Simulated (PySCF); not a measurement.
C6H14BP.
SMILES with atom numbers: `[BH3-:1][P@@H+:2]([CH3:3])[C:4]1=[CH:5][CH2:6][CH2:7][CH2:8]1` (hydrogens: H9, H10, H11 on B1; H12 on P2; H13, H14, H15 on C3; H16 on C5; H17, H18 on C6; H19, H20 on C7; H21, H22 on C8)

Computed with PBE0-D3(BJ)/def2-SVP geometry optimisation, gas phase (PySCF 2.14.0).

Task: Give the optimised bond lengths and angles.

Result: 
| bond | length (pm) | order |
| --- | --- | --- |
| B1–P2 | 191.1 | single |
| P2–C3 | 182.4 | single |
| P2–C4 | 180.0 | single |
| C4=C5 | 134.2 | double |
| C5–C6 | 149.9 | single |
| C6–C7 | 153.9 | single |
| C7–C8 | 154.0 | single |
| C4–C8 | 151.1 | single |
| B1–H9, B1–H10, B1–H11 | 122.4 | single |
| P2–H12 | 142.1 | single |
| C3–H13, C3–H14, C3–H15 | 109.9 | single |
| C5–H16 | 109.3 | single |
| C6–H17 | 110.6 | single |
| C6–H18 | 110.2 | single |
| C7–H19 | 109.9 | single |
| C7–H20 | 110.1 | single |
| C8–H21 | 110.6 | single |
| C8–H22 | 110.2 | single |

Bonds in one row agree within 1 pm and their mean is given. Orders are formal, as drawn. A selection of angles:
| angle | degrees |
| --- | --- |
| B1–P2–C3 | 113.9 |
| B1–P2–C4 | 115.9 |
| C3–P2–C4 | 105.6 |
| P2–C4–C5 | 122.5 |
| P2–C4–C8 | 126.0 |
| C5–C4–C8 | 111.5 |
| C4–C5–C6 | 111.7 |
| C5–C6–C7 | 103.4 |
| C6–C7–C8 | 105.5 |
| C4–C8–C7 | 102.9 |

Dihedral angles: B1–P2–C4–C5 0° (synperiplanar); P2–C4–C5–C6 178° (antiperiplanar); C4–C5–C6–C7 13° (synperiplanar); C5–C6–C7–C8 -21° (synperiplanar); C6–C7–C8–C4 21° (synperiplanar); P2–C4–C8–C7 169° (antiperiplanar).

Of the pairs four or more bonds apart, H14···H22 is among the closest relative to their van der Waals radii: 2.50 Å, 104 % of the sum of Bondi's values. The 5 C–C bonds span 1.342 Å (C4=C5, drawn double) to 1.540 Å (C7–C8, drawn single), a spread of 0.198 Å. P2 (phosphorus bonded to B, 2 C and H) is distorted tetrahedral (angles from 101.8° to 115.9°). B1 (four-coordinate boron) is distorted tetrahedral (angles from 103.3° to 114.1°). The 5-membered ring C4–C5–C6–C7–C8 has internal angles of 102.9° to 111.7° (sum 535°, against 540° for a flat polygon); it is puckered, 0.10 Å rms from its mean plane, widest ring torsion 21°. The C–P distances run from 1.800 Å (P2–C4, drawn single) to 1.824 Å (P2–C3, drawn single), a spread of 0.024 Å.

Point group: C1 (no symmetry element, even within 0.4 Å). Stationary, but not proved a minimum. The numbers are those of one conformer.

The run took 2.2 min on an Arm Neoverse V2 with one thread, no GPU, shared host with 96 logical CPUs at a one-minute load of 34, and the process peaked at 0.76 GiB of memory. That covers the optimisation of the geometry.
